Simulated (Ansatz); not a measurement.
Consider the ligand exchange at the Si–N bond: `N[SiH](O)[SiH2]F` + H–F → `O[SiH](F)[SiH2]F` + NH₃.

Isolated molecules relaxed with PBE0-D4/def2-TZVP in Ansatz; ΔE leaves out vibrations. CCSD(T)/CBS is the MP2 limit (def2-TZVPP, def2-QZVPP) plus CCSD(T) − MP2 in def2-TZVPP, frozen cores. This one scheme is used for every species. DFT in def2-TZVPP. One conformer a species, not always the lowest.

```
             level  ΔE (kJ/mol)
            PBE-D4        -79.2
           ωB97X-V        -86.6
           ωB97M-V        -84.9
            r2SCAN        -88.7
SCS-MP2/def2-TZVPP        -86.6
CCSD(T)/def2-TZVPP        -83.7
    MP2/def2-QZVPP        -81.1
    CCSD/CBS(def2)        -84.8
```

(1) What does CCSD(T)/CBS give? (Estimate.)

Largest T1 diagnostic among the species: 0.012.

## Answers

(1) Computed: -82.5 kJ/mol. The listed levels differ from it by 3.3, -4.1, -2.4, -6.2, -4.1, -1.2, 1.4, -2.3 kJ/mol.

In def2-TZVPP, CCSD(T) changes the Hartree–Fock value by +17.0 kJ/mol (the triples alone add +2.3 kJ/mol) and MP2 by +19.4 kJ/mol. The D4 term adds +6.4 kJ/mol with B3LYP and +3.5 kJ/mol with PBE0; it sums over pairs of atoms, weighted by their polarisabilities, and B3LYP, whose exchange is more repulsive, gets the larger term.

B3LYP here is the variant with VWN-RPA as its local correlation; programs differ in this.
